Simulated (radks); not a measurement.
Results of a calculation; reference values are marked as such.
Q: Valence configurations of the zinc ion Zn+ (all share [Ar]). Level of theory: scalar-relativistic Kohn-Sham, r2SCAN, spin-polarised, spherical densities, finite nucleus; open shells are filled with parallel spins first; meta-GGA in the generalised Kohn-Sham scheme; Fermi nuclear charge, rms radius 3.9283 fm (a radial shooting solver on a logarithmic mesh with Libxc functionals). Order these by energy: 3d9 4p2; 3d8.5 4s1.5 4p1; 3d9.5 4s1.5; 3d10 4s0.5 4p0.5; 3d10 4p1; 3d9 4s1 4p1; 3d9.5 4s0.5 4p1; 3d10 4s1; 3d9 4s2; 3d9.5 4s1 4p0.5.

A: From the lowest, in eV above it: 3d10 4s1 0.000; 3d10 4s0.5 4p0.5 3.342; 3d9.5 4s1.5 3.938; 3d9.5 4s1 4p0.5 6.455; 3d10 4p1 6.582; 3d9 4s2 8.524; 3d9.5 4s0.5 4p1 10.015; 3d9 4s1 4p1 14.077; 3d8.5 4s1.5 4p1 20.805; 3d9 4p2 21.646. NIST lists [Ar] 3d10 4s1 as the ground configuration; this level of theory agrees among the configurations tried. The energies are those of spherical high-spin densities, not of single terms.
